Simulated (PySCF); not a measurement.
C3H3, SMILES C(#[C])C, multiplicity 2. Geometry: ωB97X-D3(BJ)/def2-TZVP. The isomer is the one that the SMILES or the coordinates give; other isomers of the formula were not compared.

Method: ωB97X-D3(BJ)/def2-TZVP (PySCF).

Harmonic wavenumbers (cm⁻¹): 247, 259, 769, 888, 929, 1391, 1436, 1479, 1805, 3051, 3120, 3143. Rotational constants (GHz): 151.3, 9.295, 9.278; symmetry number 1.

### Question
Work out the zero-point energy and the ideal-gas rigid-rotor harmonic-oscillator thermochemistry at 298.15 K and 1 atm.

### Answer
ZPE = ½ Σ hcν = ½ × 18516 cm⁻¹ = 26.47 kcal/mol. H − E(el) = 29.58 kcal/mol. Entropy in cal/(mol K): translation 36.92, rotation 20.74, vibration 3.98, spin 1.38, total 63.01. G − E(el) = 10.79 kcal/mol. Cp = 13.46 cal/(mol K).
